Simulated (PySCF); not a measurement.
H5Sn, SMILES [SnH5-], charge -1.

The structure is a stationary point at B3LYP-D3(BJ)/def2-TZVPD. The def2 effective core potentials stand for the cores of Sn; spin–orbit coupling is left out.

Method: B3LYP-D3(BJ)/def2-TZVPD (PySCF 2.14.0).

Frequencies are harmonic and unscaled.

Modes within 1.5 cm⁻¹ of each other (mostly degenerate sets) share a row, with their intensities summed.

```
mode   ν (cm⁻¹)  IR (km/mol)  Raman (Å⁴/amu)  depolarisation  moving atoms (share of kinetic energy)
-----  --------  -----------  --------------  --------------  --------------------------------------
1–2         418          7.5            88.1            0.75                                 H 100 %
3–4         735        979.5             0.2            0.75                                  H 97 %
5           754       1056.1             0.0               –                                  H 97 %
6–7         936          0.0            47.5            0.75                                 H 100 %
8          1149          0.0           746.0            0.71                                 H 100 %
9          1284       1405.4             0.0               –                                  H 99 %
10–11      1639       1248.2           323.6            0.75                                  H 99 %
12         1677          0.0           591.9            0.03                                 H 100 %
```
